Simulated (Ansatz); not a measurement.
Conformers of CH₇FO₃Si₂ (`CO[SiH2]O[SiH](O)F`), each relaxed with PBE0-D4/def2-TZVP in Ansatz. CBS adds the triple-zeta coupled-cluster correction to the MP2 limit.

Not all of them had a frequency check.

Conformer A:

Cartesian coordinates in Å:
```
C 1.025 -2.109 0.091
O 0.446 -0.829 -0.066
Si 0.561 0.352 1.079
O -0.349 1.582 0.531
Si -1.366 1.883 -0.708
O -1.130 0.817 -1.906
F -2.846 1.769 -0.142
H 2.118 -2.051 0.098
H 0.689 -2.587 1.017
H 0.716 -2.730 -0.750
H 1.968 0.797 1.225
H 0.038 -0.155 2.372
H -1.194 3.254 -1.198
H -0.675 0.007 -1.643
```

Conformer B:

Z-matrix (Å, degrees):
```
C
O 1 1.408
H 1 1.095 2 111.2
H 1 1.096 2 111.7 3 -121.6
H 1 1.091 2 108.3 3 119.1
Si 2 1.633 1 125.1 3 77.8
O 6 1.630 2 107.2 1 160.7
H 6 1.486 2 109.6 1 40.8
H 6 1.482 2 111.7 1 -81.9
Si 7 1.621 6 143.4 2 -31.2
O 10 1.621 7 110.4 6 -168.8
F 10 1.593 7 107.3 6 -48.5
H 10 1.466 7 112.9 6 70.9
H 11 0.958 10 119.5 7 46.6
```

Question: Which is lowest in electronic energy at CCSD(T)/CBS (frozen core, def2 sets), and by how much? (An estimate is asked.)

Answer: The calculation gave: A; B lies 8.5 kJ/mol higher.

Question: Give the energies relative to A (kJ/mol) with PBE0-D4/def2-TZVPP, ωB97M-V/def2-TZVPP, r2SCAN/def2-TZVPP, PBE0/def2-TZVPP, SCS-MP2/def2-TZVPP, CCSD(T)/def2-TZVPP, MP2/CBS(def2). (Estimate.)

Answer: The calculation gave: 
| level | B |
| --- | --- |
| PBE0-D4/def2-TZVPP | 8.2 |
| ωB97M-V/def2-TZVPP | 8.8 |
| r2SCAN/def2-TZVPP | 8.2 |
| PBE0/def2-TZVPP | 6.7 |
| SCS-MP2/def2-TZVPP | 7.1 |
| CCSD(T)/def2-TZVPP | 8.6 |
| MP2/CBS(def2) | 8.6 |
